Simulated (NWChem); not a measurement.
C4H4F2; SMILES C=C(F)/C=C\F

```xyz
10

C      0.3315     2.2349     0.0000
C      0.0064     0.9373     0.0000
F     -1.2787     0.5800     0.0000
C      0.9525    -0.1649     0.0000
C      0.6811    -1.4750     0.0000
F     -0.5366    -1.9869     0.0000
H     -0.4475     2.9981     0.0000
H      1.3776     2.5395     0.0000
H      2.0099     0.1059     0.0000
H      1.4614    -2.2421     0.0000
```
Atoms are numbered in this order, from 1.

Results from NWChem. Pople sets run with spherical d functions. Coordinates come from a PBE0/def2-SVP optimisation. Level: B3LYP/6-31G* with SMD (1 M gas to 1 M solution), gas-phase geometry.

```json
[
 {"solvent": "water", "dielectric constant": "78.4", "solvation free energy (kcal/mol)": "0.7", "cavity-dispersion-structure term (kcal/mol)": "5.0", "dipole in solution (D)": "2.90"},
 {"solvent": "acetone", "dielectric constant": "20.5", "solvation free energy (kcal/mol)": "-3.2", "cavity-dispersion-structure term (kcal/mol)": "0.9", "dipole in solution (D)": "2.87"},
 {"solvent": "tetrahydrofuran", "dielectric constant": "7.43", "solvation free energy (kcal/mol)": "-2.7", "cavity-dispersion-structure term (kcal/mol)": "1.0", "dipole in solution (D)": "2.79"},
 {"solvent": "toluene", "dielectric constant": "2.37", "solvation free energy (kcal/mol)": "-2.4", "cavity-dispersion-structure term (kcal/mol)": "0.0", "dipole in solution (D)": "2.57"},
 {"solvent": "2-propanol", "dielectric constant": "19.3", "solvation free energy (kcal/mol)": "-2.6", "cavity-dispersion-structure term (kcal/mol)": "1.5", "dipole in solution (D)": "2.86"},
 {"solvent": "1-octanol", "dielectric constant": "9.86", "solvation free energy (kcal/mol)": "-2.1", "cavity-dispersion-structure term (kcal/mol)": "1.8", "dipole in solution (D)": "2.82"}
]
```
